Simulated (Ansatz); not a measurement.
Relaxation of BClH4O2 (8 atoms, charge 0, multiplicity 1), to a largest force component of 0.03 eV/Å in at most 50 steps.

These are results of RKS LDA/def2-SVP (Ansatz), not measurements.

```xyz
8
Properties=species:S:1:pos:R:3
B -0.246 0.434 -0.286
Cl -0.023 -0.166 2.709
H 0.818 -0.154 -0.371
O -1.448 -0.106 -0.583
H -1.398 -1.059 -0.783
O -0.205 1.773 0.059
H -1.114 2.141 0.059
H 0.170 1.005 2.082
```

Task: Where does it end, and by what steps?

Result: The forces met the threshold. The force dipped under the threshold on the way, but the program's further checks kept it going. After 28 steps the energy has fallen by 0.142 eV; Cl2 moved furthest, 1.18 Å.

| step | energy less start (eV) | largest force component (eV/Å) | accepted |
| --- | --- | --- | --- |
| 0 | 0.0000 | 0.861 | yes |
| 1 | -0.0718 | 0.614 | yes |
| 2 | -0.0949 | 0.504 | yes |
| 3 | -0.1250 | 0.227 | yes |
| 4 | -0.1307 | 0.272 | yes |
| 5 | -0.1340 | 0.140 | yes |
| 6 | -0.1345 | 0.097 | yes |
| 7 | -0.1362 | 0.041 | yes |
| 8 | -0.1370 | 0.062 | yes |
| 9 | -0.1372 | 0.089 | yes |
| 10 | -0.1377 | 0.052 | yes |
| 11 | -0.1379 | 0.024 | yes |
| 12 | -0.1381 | 0.010 | yes |
| 13 | -0.1382 | 0.095 | yes |
| 14 | -0.1384 | 0.042 | yes |
| 15 | -0.1386 | 0.039 | yes |
| 16 | -0.1345 | 0.377 | no |
| 17 | -0.1386 | 0.053 | yes |
| 18 | -0.1392 | 0.056 | yes |
| 19 | -0.1393 | 0.091 | yes |
| 20 | -0.1397 | 0.063 | yes |
| 21 | -0.1403 | 0.045 | yes |
| 22 | -0.1395 | 0.203 | no |
| 23 | -0.1399 | 0.091 | no |
| 24 | -0.1406 | 0.018 | yes |
| 25 | -0.1415 | 0.089 | yes |
| 26 | -0.1387 | 0.342 | no |
| 27 | -0.1405 | 0.169 | no |
| 28 | -0.1418 | 0.010 | yes |

```xyz
8
Properties=species:S:1:pos:R:3
B -0.438 0.202 -0.232
Cl 0.733 0.627 3.137
H 0.445 -0.599 0.012
O -1.378 0.046 -1.185
H -1.294 -0.786 -1.684
O -0.477 1.338 0.520
H -1.230 1.924 0.295
H 0.193 1.117 2.023
```

Time of the run: 41 s on 1 thread of Arm Neoverse V1, on a shared host, peak memory 0.13 GiB.
